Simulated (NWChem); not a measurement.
System: C₃H₆O₂; SMILES C1COCO1

Input file for NWChem:

```
start job
memory heap 200 mb stack 900 mb global 1100 mb
geometry units angstroms noautoz
  C      0.737894     0.194709    -0.945665
  C     -0.737894    -0.194709    -0.945665
  O     -1.138542     0.153952     0.377037
  C      0.000000     0.000000     1.207317
  O      1.138542    -0.153952     0.377037
  H      0.866059     1.272311    -1.129655
  H      1.354266    -0.369943    -1.650257
  H     -0.866059    -1.272311    -1.129655
  H     -1.354266     0.369943    -1.650257
  H      0.078018     0.896772     1.839234
  H     -0.078018    -0.896772     1.839234
end
basis spherical
  * library def2-tzvp
end
dft
  xc xpbe96 cpbe96
  iterations 150
  semidirect filesize 400000000
  mulliken
end
task dft energy
```

Parts of the log:

```
             Northwest Computational Chemistry Package (NWChem) 7.3.0
             --------------------------------------------------------

 C2  symmetry detected

                             Geometry "geometry" -> ""
                             -------------------------

 Output coordinates in angstroms (scale by  1.889725989 to convert to a.u.)

  No.       Tag          Charge          X              Y              Z
 ---- ---------------- ---------- -------------- -------------- --------------
    1 C                    6.0000     0.73484140     0.20593025    -0.94684395
    2 C                    6.0000    -0.73484140    -0.20593025    -0.94684395
    3 O                    8.0000    -1.14075570     0.13658528     0.37585805
    4 C                    6.0000     0.00000000     0.00000000     1.20613805
    5 O                    8.0000     1.14075570    -0.13658528     0.37585805
    6 H                    1.0000     0.84657126     1.28536009    -1.13083395
    7 H                    1.0000     1.35974587    -0.34926405    -1.65143595
    8 H                    1.0000    -0.84657126    -1.28536009    -1.13083395
    9 H                    1.0000    -1.35974587     0.34926405    -1.65143595
   10 H                    1.0000     0.06434413     0.89785670     1.83805505
   11 H                    1.0000    -0.06434413    -0.89785670     1.83805505

 Effective nuclear repulsion energy (a.u.)     194.0045793364

      Symmetry information
      --------------------

 Group name             C2
 Group number              4
 Group order               2
 No. of unique centers     6

  pbe96 is a nonlocal functional; adding pw91lda local functional.

                                 NWChem DFT Module
                                 -----------------

 Summary of "ao basis" -> "ao basis" (spherical)
 ------------------------------------------------------------------------------
       Tag                 Description            Shells   Functions and Types
 ---------------- ------------------------------  ------  ---------------------
 C                         def2-tzvp                11       31   5s3p2d1f
 O                         def2-tzvp                11       31   5s3p2d1f
 H                         def2-tzvp                 4        6   3s1p

      Symmetry analysis of basis
      --------------------------

        a          97
        b          94

            General Information
            -------------------
          SCF calculation type: DFT
          Wavefunction type:  closed shell.
          No. of atoms     :    11
          No. of electrons :    40
           Alpha electrons :    20
            Beta electrons :    20
          Charge           :     0
          Spin multiplicity:     1
          Use of symmetry is: on ; symmetry adaption is: on
          Maximum number of iterations: 150
          AO basis - number of functions:   191
                     number of shells:    79
          Convergence on energy requested:  1.00D-06
          Convergence on density requested:  1.00D-05
          Convergence on gradient requested:  5.00D-04

              XC Information
              --------------
          PerdewBurkeErnzerhof Exchange Functional  1.000
            Perdew 1991 LDA Correlation Functional  1.000 local
           PerdewBurkeErnz. Correlation Functional  1.000 non-local

             Grid Information
             ----------------
          Grid used for XC integration:  medium
          Radial quadrature: Mura-Knowles
          Angular quadrature: Lebedev.
          Tag              B.-S. Rad. Rad. Pts. Rad. Cut. Ang. Pts.
          ---              ---------- --------- --------- ---------
          C                   0.70       49          10.0       434
          O                   0.60       49          10.0       434
          H                   0.35       45          11.0       434
          Grid pruning is: on
          Number of quadrature shells:   282
          Spatial weights used:  Erf1

      Superposition of Atomic Density Guess
      -------------------------------------

 Sum of atomic energies:        -265.58145431

      Non-variational initial energy
      ------------------------------

 Total energy =    -268.415409
 1-e energy   =    -745.816926
 2-e energy   =     283.396938
 HOMO         =      -0.315876
 LUMO         =       0.096193

      Symmetry analysis of molecular orbitals - initial
      -------------------------------------------------

  Numbering of irreducible representations:

     1 a           2 b

  Orbital symmetries:

     1 a           2 b           3 a           4 b           5 a
     6 a           7 b           8 a           9 b          10 a
    11 b          12 a          13 b          14 a          15 a
    16 b          17 b          18 a          19 a          20 b
    21 a          22 a          23 b          24 b          25 a
    26 b          27 a          28 b          29 a          30 b

------------------------------------------------------------
EAF file 0: "./job.aoints.0" size=515899392 bytes
------------------------------------------------------------
               write      read    awrite     aread      wait
               -----      ----    ------     -----      ----
     calls:      984         0         0         0         0
   data(b): 5.16e+08  0.00e+00  0.00e+00  0.00e+00
   time(s): 0.00e+00  0.00e+00  0.00e+00  0.00e+00  0.00e+00
rate(mb/s): 0.00e+00  0.00e+00
------------------------------------------------------------

     ---------------------------------------------
      Total Density - Mulliken Population Analysis
     ---------------------------------------------

[...]
```

Level: PBE/def2-TZVP. All runs use the structure optimised with B3LYP/6-31G* (spherical d).
